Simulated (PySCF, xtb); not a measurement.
PbI₃, SMILES [I][Pb-]([I])[I], charge -1.

Harmonic wavenumbers (cm⁻¹) from GFN2-xTB (xtb 6.7.1) at its own minimum, in rising order: 42, 42, 54, 149, 149, 156.

**Question.** What does B3LYP-D3(BJ)/def2-SVPD in PySCF give at its own minimum? (The exact figures need the calculation; the answer reports its results.)

**Answer.** 34, 34, 41, 125, 125, 131. Paired by order, the mean absolute difference is 17 cm⁻¹ and the zero-point energies are 0.8 and 0.7 kcal/mol.
